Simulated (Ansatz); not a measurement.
Ansatz (a program for electronic structure) input (CCSD(T)/aug-cc-pV(D+d)Z):
A basis named .json is the Basis Set Exchange file of that set.

Ansatz 0.2 input:
```yaml
crystal:
  periodic: [false, false, false]
  atoms:
    - {symbol: Si, position_ang: [0.15048973, 0.05647721, 0.00054256]}
    - {symbol: O, position_ang: [-0.12839536, 1.58068075, -0.01961932]}
    - {symbol: O, position_ang: [1.40525273, -0.83930368, 0.02113934]}
    - {symbol: O, position_ang: [-1.29020102, -0.81922526, -0.00071148]}
    - {symbol: H, position_ang: [-2.00010701, -0.16789537, -0.01406420]}
basis:
  gaussian:
    orbitals: aug-cc-pV_D+d_Z.json
total_charge: -1
magnetization: {spin_polarized: false}
correlation: {method: ccsd_t, electrons: outside_noble_gas}
output: {forces: true}
```

Output:

```
Functional definition: HF
integrals: 0.17 GiB planned
1088 factors; integrals over basis functions are off by at most 7.9e-4 eV
mean field: 0.38 GiB planned
mean field evaluation 1: about -13990.7375 eV, gradient 4.0e1 eV
mean field evaluation 2: about -13990.9304 eV, gradient 4.1e1 eV
mean field evaluation 4: about -13994.3328 eV, gradient 3.6e0 eV
mean field evaluation 8: about -13994.3869 eV, gradient 4.2e-1 eV
mean field evaluation 16: about -13992.4984 eV, gradient 2.9e1 eV
mean field -13994.38789187 eV, -514.2842692894 hartree, gradient 5.2e-6 eV, S^2 0.000000; 0 other end points of the search recorded, 0 dependent functions left out
8 core orbitals not correlated
reference -13994.38789187 eV, -514.2842692894 hartree; 12, 12 occupied and 90, 90 virtual orbitals, 1088 factors
densities: 0.75 GiB planned
second order -19.42691443 eV of doubles, -0.00000000 eV of singles
coupled cluster: 0.51 GiB planned
cycle   1  -18.71679536 eV  change    7.1e-1 eV  update   1.4e-1
cycle   2  -19.26293371 eV  change   -5.5e-1 eV  update   4.6e-2
cycle   3  -19.41381789 eV  change   -1.5e-1 eV  update   2.3e-2
cycle   4  -19.40778166 eV  change    6.0e-3 eV  update   5.5e-3
cycle   5  -19.40099194 eV  change    6.8e-3 eV  update   2.4e-3
cycle   6  -19.40180713 eV  change   -8.2e-4 eV  update   8.3e-4
cycle   7  -19.40221951 eV  change   -4.1e-4 eV  update   3.7e-4
cycle   8  -19.40202292 eV  change    2.0e-4 eV  update   1.5e-4
cycle   9  -19.40193392 eV  change    8.9e-5 eV  update   5.7e-5
cycle  10  -19.40199036 eV  change   -5.6e-5 eV  update   2.9e-5
cycle  11  -19.40195053 eV  change    4.0e-5 eV  update   1.3e-5
cycle  12  -19.40194415 eV  change    6.4e-6 eV  update   5.5e-6
perturbative correction -0.68858826 eV, -0.0253051519 hartree
the calculation of the forces begins
Total energy: -14014.47842428 eV, -515.0225827378 hartree
Atom 0 at     0.150490     0.056477     0.000543 Å, force    -0.218737    -0.091970    -0.000672 eV/Å
Atom 1 at    -0.128395     1.580681    -0.019619 Å, force    -0.185275     1.212231    -0.015742 eV/Å
Atom 2 at     1.405253    -0.839304     0.021139 Å, force     1.005246    -0.720456     0.016534 eV/Å
Atom 3 at    -1.290201    -0.819225    -0.000711 Å, force    -0.445835    -0.528700     0.002643 eV/Å
Atom 4 at    -2.000107    -0.167895    -0.014064 Å, force    -0.155400     0.128895    -0.002762 eV/Å
Dipole moment:    -0.693752    -0.122186    -0.004126 e Å
```

It need not be the lowest isomer of its formula. Whether it binds its extra electron was not tested at this geometry.
